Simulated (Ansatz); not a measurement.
Mulliken charges of `O[SiH2]C(O)(F)F` from r2SCAN/def2-TZVPP in Ansatz (PBE0-D4/def2-TZVP geometry).

```json
{"atom": "O1", "x (Å)": "-1.059", "y (Å)": "-1.747", "z (Å)": "0.381", "charge (e)": "-0.407"}
{"atom": "Si2", "x (Å)": "-0.168", "y (Å)": "-0.513", "z (Å)": "0.982", "charge (e)": "0.507"}
{"atom": "C3", "x (Å)": "0.346", "y (Å)": "0.685", "z (Å)": "-0.438", "charge (e)": "0.349"}
{"atom": "O4", "x (Å)": "1.189", "y (Å)": "0.112", "z (Å)": "-1.322", "charge (e)": "-0.296"}
{"atom": "F5", "x (Å)": "-0.784", "y (Å)": "1.130", "z (Å)": "-1.092", "charge (e)": "-0.216"}
{"atom": "F6", "x (Å)": "0.906", "y (Å)": "1.825", "z (Å)": "0.077", "charge (e)": "-0.203"}
{"atom": "H7", "x (Å)": "-1.866", "y (Å)": "-1.533", "z (Å)": "-0.091", "charge (e)": "0.207"}
{"atom": "H8", "x (Å)": "1.045", "y (Å)": "-1.096", "z (Å)": "1.588", "charge (e)": "-0.064"}
{"atom": "H9", "x (Å)": "-0.922", "y (Å)": "0.335", "z (Å)": "1.938", "charge (e)": "-0.083"}
{"atom": "H10", "x (Å)": "1.396", "y (Å)": "0.751", "z (Å)": "-2.019", "charge (e)": "0.205"}
```

Question: By hand: the dipole of these point charges (1 e Å = 4.8032 D).

Answer: Σ q r = (0.010, -0.079, 0.106) e Å, of length 0.133 e Å = 0.64 D.

Question: How does the dipole of the full density compare? (Best estimate.)

Answer: The calculation gave: (-0.114, 0.004, -0.151) e Å, 0.91 D; the point charges give 0.70 times that, at 134° from its direction, so they point the opposite way.

Point charges leave out the atoms' own dipoles, such as those of lone pairs, and Mulliken's split depends on the basis, so the two needn't agree.
